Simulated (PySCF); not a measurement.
Compound: C3H8Si.
SMILES with atom numbers: `[CH3:1][SiH:2]1[CH2:3][CH2:4]1` (hydrogens: H5, H6, H7 on C1; H8 on Si2; H9, H10 on C3; H11, H12 on C4)

The closed-shell ground state was solved at several levels (PySCF, density fitting, gas phase, non-relativistic). Geometry: PBE0-D3(BJ)/def2-SVP; no solvent, vibrations or thermal averaging.

```csv
level,basis functions,HOMO (eV),LUMO (eV),gap (eV),dipole (D)
PBE0/pcSseg-2,263,-6.58,0.62,7.20,0.86
wB97X-D/def2-SVPD,148,-8.46,2.30,10.76,0.87
```

**Question.** Estimate the row for PBE0/pcSseg-1, a basis of 115 functions; the other rows only guide the guess.

**Answer.** HOMO -6.63 eV, LUMO 1.07 eV, gap 7.70 eV, dipole 0.82 D.

**Question.** Over all these levels, which gives the widest orbital gap and which the narrowest?

**Answer.** wB97X-D/def2-SVPD (range-separated hybrid) has the widest, 10.76 eV, and PBE0/pcSseg-2 (global hybrid, 25 % exact exchange) the narrowest, 7.20 eV. Functional and basis both differ between the two, so the spread mixes both effects.

**Question.** How far do the dipole and the HOMO energy spread over the levels?

**Answer.** The dipole runs from 0.82 to 0.87 D (mean 0.85 D) and the HOMO from -8.46 to -6.58 eV.
